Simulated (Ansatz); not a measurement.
Consider the hydrogen abstraction from a C–H bond: `C[N](C)[In]([Cl])[Cl]` + F• → `[CH2][N](C)[In]([Cl])[Cl]`• + H–F.

Gas-phase electronic energies from Ansatz, PBE0-D4/def2-TZVP geometries. CCSD(T)/CBS is the MP2 limit (def2-TZVPP, def2-QZVPP) plus CCSD(T) − MP2 in def2-TZVPP, frozen cores. This one scheme is used for every species, atoms too. Functionals use def2-TZVPP. Open shells (•) are unrestricted, without spin–orbit coupling. Spin–orbit coupling would lower the free atoms: a little for F. def2 core potentials past Kr. Bonds to In are less sure, by a few kJ/mol each and by 10 to 20 or more in all where they break to atoms, as the def2 sets lack core-valence functions. Each species was taken in one conformer, which may not be the lowest.

(1) Is it downhill or uphill in electronic energy at CCSD(T)/CBS, and by how much? (Estimate.)

(2) What do these levels give: PBE, r2SCAN, BHLYP, LC-ωPBE, SCS-MP2/def2-TZVPP, MP2/def2-QZVPP? (Best estimate.)

Largest T1 diagnostic among the species: 0.015.

## Answers

(1) Ansatz gave: Downhill: ΔE = -67.7 kcal/mol.

(2) Ansatz gave: PBE -72.3, r2SCAN -67.9, BHLYP -60.3, LC-ωPBE -62.1, SCS-MP2/def2-TZVPP -66.0, MP2/def2-QZVPP -70.7 kcal/mol.

In def2-TZVPP, CCSD(T) changes the Hartree–Fock value by −18.5 kcal/mol (the triples alone add −1.5 kcal/mol) and MP2 by −22.5 kcal/mol. From BLYP to BHLYP (50 % exact exchange), in def2-TZVPP and without D4, ΔE moves by +14.4 kcal/mol.
